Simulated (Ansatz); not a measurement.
Redistribution: C2H4ClI + C2H6 → C2H5I + C2H5Cl

Species: C2H4ClI `CC(Cl)I`, singlet; C2H6 (ethane) `CC`, singlet; C2H5I (iodoethane) `CCI`, singlet; C2H5Cl `CCCl`, singlet. The partners trade Cl for H; both sit on C, so the bond types are kept.

Shapes, held fixed at every level: PBE0-D4/def2-TZVP. Programs: Ansatz 0.2.0. The zero-point and thermal change to 298 K, harmonic and unscaled (PBE0-D4/def2-TZVP), is +1.9 kJ/mol.

Q: Estimate ΔH(298 K) of this reaction.

A: The highest level, CCSD(T)/def2-TZVPP, gives ΔH(298 K) = -11.7 kJ/mol; the levels span -14.2 to -6.7. The column of differences is taken from that level and isn't an error. No measured value is set beside it here. For atoms past krypton def2 sets carry core potentials with scalar relativity. Outer-core shells of I are correlated in most correlated rows, in sets that cover them unevenly. Times are processor times on shared x86 and Arm servers, and rough.

```tsv
level	kind	ΔH(298 K) (kJ/mol)	less CCSD(T)/def2-TZVPP	CPU time (sum over the molecules)
SPW92/def2-TZVPP	LDA	-6.7	+5.0	9.3 s
PBE-D4/def2-TZVPP	GGA	-7.9	+3.8	18 s
B3LYP-D4/def2-TZVPP	global hybrid	-10.6	+1.1	27 s
PBE0-D4/def2-TZVPP	global hybrid	-11.6	+0.1	20 s
r2SCAN0-D4/def2-TZVPP	global hybrid	-13.2	-1.5	34 s
CCSD/def2-TZVPP	coupled cluster or CI	-14.2	-2.5	–
CCSD(T)/def2-TZVPP	coupled cluster or CI	-11.7	0.0	10 min
```
